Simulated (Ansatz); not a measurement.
`[SH][K]` → H• + K• + S•  (atomization)

Isolated molecules relaxed with PBE0-D4/def2-TZVP in Ansatz; ΔE leaves out vibrations. CCSD(T)/CBS adds triple-zeta CCSD(T) − MP2 to the extrapolated MP2 energy (def2 sets, frozen cores). This one scheme is used for every species, atoms too. DFT in def2-TZVPP. No spin–orbit coupling; open shells (•) take unrestricted orbitals. Spin–orbit coupling would lower the free atoms: a little for S. Bonds to K are less sure, by a few kJ/mol each and by 10 to 20 or more in all where they break to atoms, as the def2 sets lack core-valence functions. Scalar relativity is left out up to krypton.

| level | ΔE (eV) | difference from CCSD(T)/CBS |
| --- | --- | --- |
| PBE | 6.67 | -0.18 |
| r2SCAN0 | 6.61 | -0.24 |
| LC-ωPBE | 6.60 | -0.25 |
| HF/def2-SVP | 4.26 | -2.59 |
| MP2/def2-SVP | 5.73 | -1.12 |
| CCSD/def2-SVP | 5.69 | -1.16 |
| HF/def2-TZVPP | 4.41 | -2.44 |
| CCSD/def2-QZVPP | 6.54 | -0.31 |
| MP2/CBS(def2) | 6.87 | 0.02 |
| CCSD/CBS(def2) | 6.73 | -0.12 |
| CCSD(T)/CBS | 6.85 | 0 |

Largest T1 diagnostic among the species: 0.013.

From PBE to PBE0 (25 % exact exchange), in def2-TZVPP and without D4, ΔE moves by −0.10 eV: exact exchange takes away binding that semilocal exchange gives to molecules. The D4 term adds +0.06 eV with B3LYP and +0.03 eV with PBE0; it sums over pairs of atoms, weighted by their polarisabilities, and B3LYP, whose exchange is more repulsive, gets the larger term.

B3LYP here is the variant with VWN-RPA as its local correlation; programs differ in this.

For atomizations the MP2-based limit and the directly extrapolated one differ by several kJ/mol either way, and by 10 to 25 for some Ge, Se and Sn compounds, so smaller differences from it don't rank the levels.
